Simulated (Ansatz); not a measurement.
`[SiH3][AlH][SH]` + `F[SiH2]N[SiH3]` → `F[SiH2]N([SiH3])[SiH3]` + `[AlH2][SH]` at 700 K and 1 bar (cleavage of the Si–Al bond).

Calculated with Ansatz (gas phase, PBE0-D4/def2-TZVP geometries, no zero-point term in ΔE). CBS: MP2 limit from def2 TZ/QZ plus the TZ coupled-cluster correction, frozen cores. This one scheme is used for every species. Each species was taken in one conformer, which may not be the lowest.

```tsv
species	CCSD(T)/CBS energy (Eh)	H − E (kJ/mol)	S (J/(mol·K))
`[SiH3][AlH][SH]`	-931.90162	176.3	443.9
`F[SiH2]N[SiH3]`	-736.37696	238.5	454.3
`F[SiH2]N([SiH3])[SiH3]`	-1026.67748	304.1	548.1
`[AlH2][SH]`	-641.61836	102.7	330.6
```

H − E and S are ideal-gas, rigid-rotor, harmonic terms from PBE0-D4/def2-TZVP, for one conformer and one mirror image of each species. 1 Eh = 2625.50 kJ/mol, R = 8.31446 J/(mol·K).

Question: By hand: ΔE, ΔH, ΔS and ΔG.

Answer: ΔE = (-1026.67748) + (-641.61836) − (-931.90162) − (-736.37696) = -0.01726 Eh = -45.3 kJ/mol. Δ(H − E) = 304.1 + 102.7 − 176.3 − 238.5 = -8.0, so ΔH = -53.3 kJ/mol. ΔS = 548.1 + 330.6 − 443.9 − 454.3 = -19.5 J/(mol·K). ΔG = -53.3 − 700 × (-19.5)/1000 = -39.6 kJ/mol.

Question: By hand: the equilibrium constant, and the temperature at which ΔG would vanish if ΔH and ΔS stayed fixed.

Answer: log₁₀ K = −ΔG/(RT ln 10) = 3.0. ΔG = 0 at ΔH/ΔS = 2733 K, far beyond where these terms or the molecules hold.

ΔH outweighs TΔS. A doubt of 5 kJ/mol in ΔE shifts log₁₀ K by 0.4 here. Other conformers and mirror images would add mixing entropy, several J/(mol·K) or more a flexible species. Modes under 60 cm⁻¹, often nearly free rotors, make the harmonic entropy too high. These are equilibria of isolated gas molecules and say nothing of rates. Largest T1 diagnostic: 0.013 (customary marks: 0.02 for closed shells, 0.045 for open ones).
